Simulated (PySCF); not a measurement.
Diatomic cations of Br with group 13

PBE0 with triple-zeta basis sets in PySCF, for the lowest determinant that a PBE0 search found; no spin–orbit coupling. De refers to high-spin ground-configuration atoms (the charge goes to the atom of lower measured ionisation energy or higher electron affinity, which is not always the lowest computed limit). A positive dipole points towards Br; it is taken about the centre of mass and depends on that origin.

| M | basis | charged atom | state (unpaired electrons) | Re (Å) | ωe (cm⁻¹) | De (eV) | μ (D) |
| --- | --- | --- | --- | --- | --- | --- | --- |
| B | def2-TZVPPD | B+ | doublet (σ ↑) | 1.749 | 955 | 3.78 | -3.20 |
| Al | def2-TZVPPD | Al+ | doublet (σ ↑) | 2.181 | 464 | 1.75 | -6.92 |
| Ga | def2-TZVPPD | Ga+ | doublet (σ ↑) | 2.245 | 294 | 0.93 | -4.30 |
| In | def2-TZVPPD | In+ | doublet (σ ↑) | 2.457 | 220 | 0.62 | -4.08 |

(1) By what factor does the bond length vary along the series?

Down a group the atoms grow and get heavier, so bonds lengthen and wavenumbers fall; this series shows no clear exception.

Spin–orbit coupling is left out, which matters for elements this heavy, above all for dissociation energies. For an ion De counts to the pair picked by the measured ionisation energies or electron affinities, which need not be the lowest pair at this level. States were picked by a PBE0 search and need not be the measured ground states.

Answers

(1) At PBE0 it runs from 1.749 Å (BBr⁺) to 2.457 Å (InBr⁺), a factor of 1.40.
